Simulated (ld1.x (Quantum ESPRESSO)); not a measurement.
titanium, PAW: configuration errors across variants

titanium, PAW, made with ld1.x (Quantum ESPRESSO) 7.5 (LDA (PZ), fully relativistic). Core [Ne], reference 3s2 3p6 3d2 4s2 4p0. Waves: 3s (bound): rcut 1.35, rcutus 1.65 bohr; 4s (bound): rcut 1.35, rcutus 1.65 bohr; 3p (bound): rcut 1.50, rcutus 1.75 bohr; 4p (bound, empty): rcut 1.50, rcutus 1.75 bohr; 3d (bound): rcut 1.55, rcutus 1.85 bohr; 3d channel at 0.05 Ry: rcut 1.55, rcutus 1.85 bohr. Local part: all-electron potential smoothed inside 1.45 bohr (lloc = -2). Core correction: Bessel-smoothed model core inside 1.60 bohr. Augmentation charge: PSQ, inside the norm-conserving radii.

Open shells are filled in proportion to 2j + 1 (rel_dist='average').

All-electron excitation energies from the reference (eV): (1) 3s2 3p6 3d2 4s1 4p0 7.536; (2) 3s2 3p6 3d2 4s0 4p0 21.336; (3) 3s2 3p6 3d1 4s0 4p0 48.525; (4) 3s2 3p6 3d1 4s2 4p0 9.980; (5) 3s2 3p6 3d2 4s0 4p2 6.434; (6) 3s2 3p6 3d2 4s1 4p1 3.136; (7) 3s2 3p6 3d2.5 4s1.5 4p0 0.324.

3 further variants failed, have other tests or another functional or relativity, and are left out.

Errors AE − PS in meV (a dash: test not solved or not reliable):

```tsv
change	(1)	(2)	(3)	(4)	(5)	(6)	(7)	bound ghosts
base	0.0	-0.1	-1.9	+1.1	0.0	0.0	-0.2	not determined
augmentation BESSEL, radius 1.05 bohr	0.0	-0.1	+3.1	+11	0.0	0.0	+0.1	not determined
waves 3d (bound): rcut 1.55, rcutus 2.38 bohr; 3d channel at 0.05 Ry: rcut 1.55, rcutus 2.38 bohr	0.0	-0.3	-7.4	-2.4	-0.1	0.0	-0.7	not determined
waves 3p (bound): rcut 1.50, rcutus 2.02 bohr; 4p (bound): rcut 1.50, rcutus 2.02 bohr	0.0	-0.2	-7.5	-3.6	+8.9	+1.4	-0.5	not determined
```

Question: Give the same row for: local potential all-electron potential smoothed inside 1.60 bohr (lloc = -2).

Answer: 0.0, -0.2, -2.4, -0.5, 0.0, 0.0, -0.3; bound ghosts: not determined.
